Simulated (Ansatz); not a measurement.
**Relative stability**

Two relaxed structures of Si₂H₃O₂ (charge +1), closed shell (PBE0-D4/def2-TZVP; forces vanish, vibrations not checked).

A:

```csv
atom,x (Å),y (Å),z (Å)
O1,-0.1751,0.2584,-0.1650
Si2,1.3080,0.2243,-0.7318
O3,1.7979,-1.3064,0.3709
Si4,-1.8719,0.4926,0.0076
H5,1.2167,-1.7432,1.0126
H6,-1.6987,1.4254,1.1987
H7,2.6748,-1.7183,0.3660
```

B:

```json
{"atom": "O1", "x (Å)": "-0.0373", "y (Å)": "-0.3235", "z (Å)": "-1.2356"}
{"atom": "Si2", "x (Å)": "1.1822", "y (Å)": "-0.3567", "z (Å)": "-0.1091"}
{"atom": "O3", "x (Å)": "1.1734", "y (Å)": "-1.6489", "z (Å)": "0.8034"}
{"atom": "Si4", "x (Å)": "-0.7781", "y (Å)": "0.8148", "z (Å)": "-0.2872"}
{"atom": "H5", "x (Å)": "1.9065", "y (Å)": "-1.9822", "z (Å)": "1.3311"}
{"atom": "H6", "x (Å)": "2.4546", "y (Å)": "0.3009", "z (Å)": "-0.4238"}
{"atom": "H7", "x (Å)": "-2.1152", "y (Å)": "1.1917", "z (Å)": "-0.8276"}
```

Ansatz 0.2.0; basis: def2-TZVPP; cores frozen in the correlated methods. B3LYP uses VWN-RPA correlation.

(1) Which structure is lower at CCSD(T), and by how much? (An estimate is asked for; the value comes from the calculation.)

No T1 diagnostic of these runs exceeds 0.017. The restricted Hartree–Fock reference is unstable towards an unrestricted one at one or more of these structures.

Results:

(1) By the calculation: B, by 7.25 kcal/mol (electronic energy, against the other). By their contacts, A is Si₂H₃O₂ ([OH2][Si][O][SiH]), total charge +1 and B is Si₂H₃O₂ ([OH][SiH]1[O][SiH]1), total charge +1.

All methods give the same order:

| method | E(B) − E(A) (kcal/mol) |
| --- | --- |
| PBE-D4 | -9.47 |
| r2SCAN-D4 | -16.32 |
| PBE0-D4 | -10.66 |
| B3LYP-D4 | -4.93 |
| wB97M-V | -3.73 |
| HF | -4.49 |
| MP2 | -11.72 |
| CCSD | -5.68 |
| CCSD(T) | -7.25 |

Labels in which every atom is bracketed show which atoms are joined, not bond orders.

For scale, one of the runs: CCSD(T)/def2-TZVPP, 188 basis functions, launched by `ansatz run in.yaml --threads 2 --pin off --events-out ev --progress --plain --max-ram 4352MiB`. Hardware: 2 CPU threads of an Arm Neoverse V2, shared host. Wall time 50 s; peak host memory 1.9 GiB.
